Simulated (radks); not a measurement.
All-electron atom: Tl- in [Hg] 6p2. All-electron calculation, scalar-relativistic Kohn-Sham, LDA (Slater exchange, Perdew-Wang correlation), spin-unpolarised, spherical densities, finite nucleus; Fermi nuclear charge, rms radius 5.4759 fm; hard spherical wall at 2.5 bohr. Program: a radial shooting solver on a logarithmic mesh with Libxc functionals.

Unscreened Slater integrals over Kohn-Sham orbitals (hartree). Empty in this configuration: 5f.

\begin{tabular}{lr}
integral & value \\ \hline
F0(6p,6p) & 0.56917 \\
F2(6p,6p) & 0.30736 \\
F0(6p,6s) & 0.56953 \\
G1(6p,6s) & 0.37365 \\
F0(6p,5d) & 0.61793 \\
F2(6p,5d) & 0.29226 \\
G1(6p,5d) & 0.12044 \\
G3(6p,5d) & 0.12213 \\
F0(6p,5p) & 0.65825 \\
F2(6p,5p) & 0.26945 \\
G0(6p,5p) & 0.064238 \\
G2(6p,5p) & 0.095039 \\
F0(6p,5f) & 0.57560 \\
F2(6p,5f) & 0.31100 \\
G2(6p,5f) & 0.20778 \\
G4(6p,5f) & 0.17226 \\
F0(6s,6s) & 0.57190 \\
F0(6s,5d) & 0.61889 \\
G2(6s,5d) & 0.16914 \\
F0(6s,5p) & 0.65395 \\
G1(6s,5p) & 0.087400 \\
F0(6s,5f) & 0.57945 \\
G3(6s,5f) & 0.23526 \\
F0(5d,5d) & 0.71001 \\
F2(5d,5d) & 0.38782 \\
F4(5d,5d) & 0.26337 \\
F0(5d,5p) & 0.77504 \\
F2(5d,5p) & 0.40060 \\
G1(5d,5p) & 0.48987 \\
G3(5d,5p) & 0.30604 \\
F0(5d,5f) & 0.63560 \\
F2(5d,5f) & 0.33959 \\
F4(5d,5f) & 0.22774 \\
G1(5d,5f) & 0.39852 \\
G3(5d,5f) & 0.25729 \\
G5(5d,5f) & 0.18720 \\
F0(5p,5p) & 0.87533 \\
F2(5p,5p) & 0.47145 \\
F0(5p,5f) & 0.67032 \\
F2(5p,5f) & 0.30233 \\
G2(5p,5f) & 0.22361 \\
G4(5p,5f) & 0.15353 \\
F0(5f,5f) & 0.59204 \\
F2(5f,5f) & 0.34993 \\
F4(5f,5f) & 0.24825 \\
F6(5f,5f) & 0.19025 \\
\end{tabular}

Derived for the open shells (J is the average intra-shell exchange parameter used in DFT+U). 6p: J = F2/5 = 0.06147 hartree.
